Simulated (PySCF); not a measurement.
## V(NH2)4 by CASSCF and spin-orbit coupling

V(NH2)4: V(IV) (d1), charge 0. The structure is a PBE0-D3(BJ)/def2-TZVP geometry optimised for multiplicity 2; coordination tetrahedral, point group D2d, metal–donor distances 1.85 Å.

```
13

V     0.000    0.000    0.000
N     0.969    1.112    1.112
H     1.413    0.790    1.962
H     1.413    1.962    0.790
N     0.969   -1.112   -1.112
H     1.413   -0.790   -1.962
H     1.413   -1.962   -0.790
N    -0.969   -1.112    1.112
H    -1.413   -1.962    0.790
H    -1.413   -0.790    1.962
N    -0.969    1.112   -1.112
H    -1.413    1.962   -0.790
H    -1.413    0.790   -1.962
```

Method (PySCF 2.14, density fitting): CASSCF(1,5) with orbitals averaged over all microstates of the shell, strongly contracted NEVPT2 on the averaged canonical orbitals; basis x2c-TZVPall on the metal, x2c-SVPall elsewhere; spin-free X2C; gas phase; spin-orbit coupling by state interaction with the mean-field operator over all roots.

## Spin-free states

```csv
2S+1,deg.,symmetry,cubic parent,free-ion term,CASSCF / cm⁻¹,NEVPT2 / cm⁻¹,f(ED),occupations
2,1,2B1,2E 1.00,2D 1.00,0,0,–,1.0 0.0 0.0 0.0 0.0
2,1,2A1,2E 1.00,2D 1.00,9729,12910,0,0.0 1.0 0.0 0.0 0.0
2,2,2E,2T2 1.00,2D 1.00,17061,19746,2.1e-03,0.0 0.0 0.5 0.5 0.0
2,1,2B2,2T2 1.00,2D 1.00,21718,25231,0,0.0 0.0 0.0 0.0 1.0
```

Energies are counted from the ground state at NEVPT2 level. Weights follow the labels. f(ED) is the electric-dipole oscillator strength from the ground state at the fixed geometry, without vibronic coupling; occupations, where given, run over the ligand-field orbitals from the lowest.

Ligand-field fit:

```
cm⁻¹  CASSCF  NEVPT2
10Dq   13749   15119
```

```
orbital  CASSCF / cm⁻¹  NEVPT2 / cm⁻¹  metal share   main function
      1              0              0         0.96         z2 0.75
      2           9729          12910         0.88      x2-y2 0.75
      3          17061          19746         0.77  degenerate set
      4          17061          19746         0.77  degenerate set
      5          21718          25231         0.77         yz 1.00
```

ζ = 169 cm⁻¹, against 245 for the free ion.

Magnetism:

The ground doublet has g = 1.956, 1.987, 1.987. μeff is 1.73 μB at 300 K and 1.71 μB at 10 K; the spin-only value is 1.73 μB.

```tsv
T / K	χT / cm³ K mol⁻¹	μeff / μB
2	0.366	1.71
5	0.367	1.71
10	0.367	1.71
20	0.367	1.71
30	0.367	1.71
50	0.368	1.72
75	0.369	1.72
100	0.369	1.72
150	0.371	1.72
200	0.372	1.73
250	0.373	1.73
300	0.375	1.73
```

Powder magnetisation at 2 K: 0.16 μB at 0.5 T, 0.32 μB at 1 T, 0.57 μB at 2 T, 0.75 μB at 3 T, 0.92 μB at 5 T, 0.97 μB at 7 T.

Charge-transfer states lie outside this active space and may come lower than some of these levels. NEVPT2 lifts 2A1 (from 2E) from 9729 to 12910 cm⁻¹; on the d shell alone such lifts tend to overshoot. An active orbital has only 0.71 squared overlap with the free ion's shell, so the metal shell alone is a small active space here. NEVPT2 on the d shell alone tends to put d–d bands too high for such charged or covalently bound ions.

The job took 5.7 s on one thread of Arm Neoverse V2 (shared host), with 144 basis functions, launched as `OMP_NUM_THREADS=1 python lf_run.py task.json out`.
